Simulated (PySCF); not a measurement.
Molfile (atoms numbered from 1):
```
C6H5FO2
     RDKit          3D

 14 14  0  0  0  0  0  0  0  0999 V2000
   -2.2612   -0.8287    1.0204 C   0  0  0  0  0  0  0  0  0  0  0  0
   -1.7456    0.0361    0.1517 C   0  0  0  0  0  0  0  0  0  0  0  0
   -0.3291    0.1511   -0.1099 C   0  0  0  0  0  0  0  0  0  0  0  0
    0.1994    1.0175   -0.9806 C   0  0  0  0  0  0  0  0  0  0  0  0
   -0.5583    1.8594   -1.6882 F   0  0  0  0  0  0  0  0  0  0  0  0
    1.5210    1.1847   -1.2804 O   0  0  0  0  0  0  0  0  0  0  0  0
    2.3237    0.3139   -0.5454 C   0  0  0  0  0  0  0  0  0  0  0  0
    1.8392   -0.5559    0.3229 C   0  0  0  0  0  0  0  0  0  0  0  0
    0.5068   -0.7144    0.6117 O   0  0  0  0  0  0  0  0  0  0  0  0
   -3.3209   -0.8883    1.1914 H   0  0  0  0  0  0  0  0  0  0  0  0
   -1.6316   -1.4975    1.5806 H   0  0  0  0  0  0  0  0  0  0  0  0
   -2.3680    0.7122   -0.4160 H   0  0  0  0  0  0  0  0  0  0  0  0
    3.3661    0.4380   -0.7709 H   0  0  0  0  0  0  0  0  0  0  0  0
    2.4578   -1.2286    0.8906 H   0  0  0  0  0  0  0  0  0  0  0  0
  1  2  2  0
  2  3  1  0
  3  4  2  0
  4  5  1  0
  4  6  1  0
  6  7  1  0
  7  8  2  0
  8  9  1  0
  9  3  1  0
  1 10  1  0
  1 11  1  0
  2 12  1  0
  7 13  1  0
  8 14  1  0
M  END
```

Theoretical values (PySCF 2.14.0 with density-fitted response routines): NMR shieldings at PBE0/pcSseg-1/GIAO, GFN2-xTB geometry. Gas phase, one computed conformer, no relativistic terms.

Q: List the cross peaks expected in HSQC, COSY and HMBC spectra.

A: 

HSQC (one-bond C–H):
| δH | δC |
| --- | --- |
| 6.50 (H12) | 128.7 (C2) |
| 5.78 (H14) | 135.7 (C8) |
| 5.78 (H13) | 132.0 (C7) |
| 5.39 (H11) | 117.5 (C1) |
| 5.38 (H10) | 117.5 (C1) |

COSY cross peaks (H two or three bonds apart, from the bond graph; peaks can be absent where the dihedral angle is near 90°):
| δH | δH |
| --- | --- |
| 6.50 (H12) | 5.39 (H11) |
| 6.50 (H12) | 5.38 (H10) |
| 5.78 (H14) | 5.78 (H13) |
| 5.39 (H11) | 5.38 (H10) |

HMBC (two and three bonds, from the bond graph):
| δH | δC |
| --- | --- |
| 6.50 (H12) | 163.3 (C4), 124.9 (C3), 117.5 (C1) |
| 5.78 (H14) | 132.0 (C7), 124.9 (C3) |
| 5.78 (H13) | 163.3 (C4), 135.7 (C8) |
| 5.39 (H11) | 128.7 (C2), 124.9 (C3) |
| 5.38 (H10) | 128.7 (C2), 124.9 (C3) |

Chemical shifts δ = σref − σ; 1H, 13C against TMS, all at this level.

Shifts are as computed. Against solution values, carbons near 30 ppm lie about +3 ppm off and those near 130 ppm about +5 ppm. Of 1211 compounds with measured shifts, 218 miss one by over three times the rms of a fit or turn the order of signals round; such compounds aren't used in these exercises.
